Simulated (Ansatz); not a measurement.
Consider the cleavage of the Si–B bond: `ClB[SiH]1C[SiH2]1` + HCl → `Cl[SiH]1C[SiH2]1` + `BCl`.

Isolated molecules relaxed with PBE0-D4/def2-TZVP in Ansatz; ΔE leaves out vibrations. CCSD(T)/CBS is the MP2 limit (def2-TZVPP, def2-QZVPP) plus CCSD(T) − MP2 in def2-TZVPP, frozen cores. This one scheme is used for every species. Functionals use def2-TZVPP. B3LYP here is the variant with VWN-RPA as its local correlation; programs differ in this. One conformer a species, not always the lowest.

| level | ΔE (eV) |
| --- | --- |
| r2SCAN-D4 | -0.79 |
| B3LYP-D4 | -0.85 |
| ωB97X-V | -0.92 |
| B2PLYP | -0.91 |
| r2SCAN | -0.80 |
| MP2/def2-TZVPP | -0.89 |
| CCSD/def2-TZVPP | -0.88 |
| CCSD(T)/def2-TZVPP | -0.82 |

Question: What does CCSD(T)/CBS give? (An estimate is asked.)

Answer: Ansatz gave: -0.85 eV. The listed levels differ from it by 0.06, 0.00, -0.07, -0.06, 0.05, -0.04, -0.03, 0.03 eV.

Largest T1 diagnostic among the species: 0.015.

From PBE to PBE0 (25 % exact exchange), in def2-TZVPP and without D4, ΔE moves by −0.09 eV. In def2-TZVPP, CCSD(T) changes the Hartree–Fock value by +0.40 eV (the triples alone add +0.06 eV) and MP2 by +0.33 eV. The D4 term adds +0.07 eV with B3LYP and +0.04 eV with PBE0; it sums over pairs of atoms, weighted by their polarisabilities, and B3LYP, whose exchange is more repulsive, gets the larger term.
